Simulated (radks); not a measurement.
Values are calculated unless marked as measured or tabulated.
All-electron atom: the potassium ion K+ in [Ar]. Level of theory: non-relativistic Kohn-Sham, exchange-only PBE, spin-polarised, spherical densities, point nucleus (a radial shooting solver on a logarithmic mesh with Libxc functionals). Some entries of the table are withheld. Estimate them.

| orbital | occ. | eigenvalue (eV) | <r> (bohr) |
|---|---|---|---|
| 1s | 2 | -3510.819 | (1) |
| 2s | 2 | -355.3838 | (2) |
| 2p | 6 | -284.9348 | (3) |
| 3s | 2 | -39.9439 | (4) |
| 3p | 6 | -23.7752 | 1.436 |

Answer. 
(1) 1s <r> (bohr): 0.08155
(2) 2s <r> (bohr): 0.3902
(3) 2p <r> (bohr): 0.3514
(4) 3s <r> (bohr): 1.275
